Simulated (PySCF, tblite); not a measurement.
Isomers of C3H12NOSi2 (doublet state), one GFN2-xTB conformer each. Single-point energies are computed at B3LYP/pcH-1 (PySCF, gas phase, no added dispersion term), electronic only. GFN2-xTB treats the open shell by occupation alone, and not every SCF solution was tested for stability.

| SMILES | GFN2-xTB relative energy (kJ/mol) |
| --- | --- |
| [CH2]N[SiH2][SiH2]COC | 61.5 |
| CN[SiH2][SiH]COC | 17.7 |
| C[N][SiH2][SiH2]COC | 37.0 |
| CN[SiH][SiH2]COC | 0.0 |

Conformers: `[CH2:1][NH:2][SiH2:3][SiH2:4][CH2:5][O:6][CH3:7]` (doublet state) with H–C1–N2–Si3 178° and 2°, C1–N2–Si3–Si4 180°, N2–Si3–Si4–C5 -177°, Si3–Si4–C5–O6 -36°, Si4–C5–O6–C7 -74°; `[CH3:1][NH:2][SiH2:3][SiH:4][CH2:5][O:6][CH3:7]` (doublet state) with C1–N2–Si3–Si4 56°, N2–Si3–Si4–C5 180°, Si3–Si4–C5–O6 177°, Si4–C5–O6–C7 180°; `[CH3:1][N:2][SiH2:3][SiH2:4][CH2:5][O:6][CH3:7]` (doublet state) with C1–N2–Si3–Si4 -88°, N2–Si3–Si4–C5 -71°, Si3–Si4–C5–O6 -178°, Si4–C5–O6–C7 180°; `[CH3:1][NH:2][SiH:3][SiH2:4][CH2:5][O:6][CH3:7]` (doublet state) with C1–N2–Si3–Si4 -47°, N2–Si3–Si4–C5 -162°, Si3–Si4–C5–O6 -16°, Si4–C5–O6–C7 178°.

**Question.** What does B3LYP/pcH-1 give for the same structures?

**Answer.** 
```json
{"SMILES": "CN[SiH][SiH2]COC", "B3LYP/pcH-1 E (Eh)": "-830.49246", "B3LYP/pcH-1 (kJ/mol)": "0.0", "GFN2-xTB (kJ/mol)": "0.0", "point group": "C1"}
{"SMILES": "CN[SiH2][SiH]COC", "B3LYP/pcH-1 E (Eh)": "-830.49039", "B3LYP/pcH-1 (kJ/mol)": "5.4", "GFN2-xTB (kJ/mol)": "17.7", "point group": "C1"}
{"SMILES": "[CH2]N[SiH2][SiH2]COC", "B3LYP/pcH-1 E (Eh)": "-830.48199", "B3LYP/pcH-1 (kJ/mol)": "27.5", "GFN2-xTB (kJ/mol)": "61.5", "point group": "C1"}
{"SMILES": "C[N][SiH2][SiH2]COC", "B3LYP/pcH-1 E (Eh)": "-830.46876", "B3LYP/pcH-1 (kJ/mol)": "62.2", "GFN2-xTB (kJ/mol)": "37.0", "point group": "C1"}
```

Both levels put the same isomer lowest; measured from each level's own lowest isomer, the values differ by up to 34.0 kJ/mol ([CH2]N[SiH2][SiH2]COC: 61.5 against 27.5). As drawn, the lowest has an N–H bond, which the highest lacks. Neighbours under 21 kJ/mol apart (CN[SiH][SiH2]COC and CN[SiH2][SiH]COC) can change places with a better method, another conformer or zero-point energy.

**Question.** What happens when harmonic zero-point energies from GFN2-xTB frequencies are added?

**Answer.** 
```json
{"SMILES": "CN[SiH][SiH2]COC", "ZPE (kJ/mol)": "381.9", "electronic (kJ/mol)": "0.0", "with ZPE (kJ/mol)": "0.0"}
{"SMILES": "CN[SiH2][SiH]COC", "ZPE (kJ/mol)": "380.2", "electronic (kJ/mol)": "5.4", "with ZPE (kJ/mol)": "3.8"}
{"SMILES": "[CH2]N[SiH2][SiH2]COC", "ZPE (kJ/mol)": "365.6", "electronic (kJ/mol)": "27.5", "with ZPE (kJ/mol)": "11.3"}
{"SMILES": "C[N][SiH2][SiH2]COC", "ZPE (kJ/mol)": "368.4", "electronic (kJ/mol)": "62.2", "with ZPE (kJ/mol)": "48.8"}
```

The zero-point energies span 16.3 kJ/mol. The order is unchanged.
